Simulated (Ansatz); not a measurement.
Basis sets compared for the cluster Mo₃Se₅. Total charge 0; singlet. Geometry PBE-D4/def2-SVP. Ansatz on 6 threads of Intel Xeon on a shared host; times are rough, and most runs start from earlier orbitals.

| atom | x (Å) | y (Å) | z (Å) |
| --- | --- | --- | --- |
| Mo1 | -0.1288 | -0.5282 | -1.3371 |
| Mo2 | 0.8387 | -1.2137 | 0.6278 |
| Mo3 | 0.6078 | 1.2194 | 0.3785 |
| Se4 | -2.4976 | -0.8805 | -0.9532 |
| Se5 | 0.8739 | 1.5524 | -2.0908 |
| Se6 | -1.2679 | -2.5186 | 0.3726 |
| Se7 | -1.0908 | 2.0841 | 1.6132 |
| Se8 | 2.6647 | 0.2851 | 1.3889 |

In the def2 sets Mo takes a core potential; there is no spin–orbit coupling. The restricted singlet is unstable towards broken spin symmetry in Hartree–Fock (as tested in another run); at PBE-D4/def2-SVP, PBE-D4/def2-TZVP, PBE0-D4/def2-SVP, PBE0-D4/def2-TZVP this wasn't settled. No other spin state of charge 0 was run. Another isomer (singlet) lies 2.24 eV lower at PBE0-D4/def2-TZVP; other spin states weren't run for this one.

Binding counts from free atoms (Mo septet, Se triplet) in the same basis, without a counterpoise term.

```csv
level,functions,energy (Eh),HOMO (eV),LUMO (eV),binding per atom (eV),wall time
PBE-D4/def2-SVP,253,-12209.5650,-5.47,-4.57,3.77,13 s
PBE0-D4/def2-SVP,253,-12209.7393,-6.35,-3.95,3.19,27 s
```

(1) Estimate the rows for PBE-D4/def2-TZVP (with forces), PBE0-D4/def2-TZVP.

Results:

(1) 
```tsv
level	functions	energy (Eh)	HOMO (eV)	LUMO (eV)	binding per atom (eV)	wall time
PBE-D4/def2-TZVP (with forces)	360	-12211.1033	-5.49	-4.56	3.76	26 s
PBE0-D4/def2-TZVP	360	-12211.2793	-6.34	-3.91	3.20	87 s
```
